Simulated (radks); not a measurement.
All-electron atom: Sn in [Kr] 4d10 5s2 5p(up 1.75, down 0.25) (fractional occupations, a model configuration).

All-electron calculation, scalar-relativistic Kohn-Sham, PBE, spin-polarised, spherical densities, point nucleus. Program: a radial shooting solver on a logarithmic mesh with Libxc functionals.

Energy parts (eV):
total: -168090.597
kinetic: 175502.384
electron-nucleus: -406480.341
Hartree: 67371.255
exchange-correlation: -4483.895

Orbitals (lengths in bohr, moments of r in powers of bohr; <r^-3> diverges for s and p1/2):
orbital  occ.  eigenvalue (eV)      <r>  <r^-3>
1s up       1        -29014.18  0.02905       -
1s down     1        -29014.16  0.02905       -
2s up       1        -4380.011   0.1255       -
2s down     1        -4380.006   0.1255       -
2p up       3        -3931.860   0.1096    4696
2p down     3        -3931.844   0.1096    4696
3s up       1        -845.1605   0.3393       -
3s down     1        -845.1422   0.3393       -
3p up       3        -698.7228   0.3377   869.5
3p down     3        -698.7017   0.3377   869.5
3d up       5        -473.3351   0.3146   119.6
3d down     5        -473.3163   0.3146   119.6
4s up       1        -133.8569   0.8186       -
4s down     1        -133.8140   0.8186       -
4p up       3         -89.6288   0.8860   156.4
4p down     3         -89.5818   0.8857   156.5
4d up       5         -25.8056    1.102   14.51
4d down     5         -25.6818    1.097   14.59
5s up       1         -10.8962    2.405       -
5s down     1         -10.0029    2.388       -
5p up    1.75          -4.0727    3.215   9.167
5p down  0.25          -3.1157    3.291   9.067

The highest occupied level is 5p down at -3.116 eV. Spin moment in Bohr magnetons: 1.5. The density falls to 0.001 e/bohr^3 at r = 4.72 bohr. Summed over all electrons, <r^2> = 61.10 bohr^2, which gives a Langevin (diamagnetic) susceptibility term of -48.4 x 10^-6 cm^3/mol.
